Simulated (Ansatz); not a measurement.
The first iterations of a band of BrH + Cl4Sn (7 atoms, charge 0, multiplicity 1).

Method: Ansatz, RKS B3LYP/def2-SVP.

* movable images: 5
* climbing image: yes
* spring: 5.0 eV/Å²
* optimiser: quadratic models (default)
* start path: through a guess of the saddle point
* force threshold: 0.05 eV/Å
* iteration limit: 60
* end points: relaxed

First end point:

```xyz
7
Properties=species:S:1:pos:R:3
Sn 0.400 0.000 -0.211
Cl 0.208 0.000 2.134
Cl 2.672 0.000 -0.757
Cl -0.618 1.917 -1.069
Cl -0.618 -1.917 -1.069
Br -3.853 0.000 2.066
H -2.470 0.000 2.433
```

Last end point:

```xyz
7
Properties=species:S:1:pos:R:3
Sn -0.624 0.000 -0.789
Cl -0.103 0.000 4.188
Cl 1.407 0.000 0.365
Cl -0.762 1.909 -2.134
Cl -0.762 -1.909 -2.134
Br -2.512 0.000 0.845
H -0.923 0.000 3.188
```

| iteration | highest image above the first end (eV) | largest band force component (eV/Å) |
| --- | --- | --- |
| 1 | 2.054 | 3.621 |
| 2 | 1.671 | 2.415 |
| 3 | 1.050 | 0.940 |
| 4 | 1.039 | 1.765 |

Problem. Does the band converge within its limit, and where does its top end?

Solution. The run converged. It ended after 12 iterations with the highest image 0.811 eV above the first end. A vibrational analysis at the climbing image gives one clearly imaginary mode, 440i cm⁻¹: a first-order saddle point. The orbitals stay closed-shell, which can raise the energy where a bond breaks towards radicals; this wasn't checked here.

The run took 6.9 min on 4 threads of Arm Neoverse N1, with other jobs on the host, peak memory 0.46 GiB.
